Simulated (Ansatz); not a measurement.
Q: Predict a relaxed structure of Cu(AsH3)(OH) (CuAsOH₄), charge 0, singlet, at PBE-D4/def2-TZVP (Ansatz).

A: 
```xyz
7

Cu    0.414    0.914   -0.291
As   -0.333   -1.125    0.270
H    -1.736   -1.570   -0.122
H    -0.418   -1.554    1.730
H     0.396   -2.362   -0.236
O     1.125    2.476   -0.799
H     0.552    3.221   -0.553
```
The metal has 2 neighbours: As 2.24 Å, O 1.79 Å. This is one stationary point.

The relaxation made no stability test and no search for a lower SCF solution.
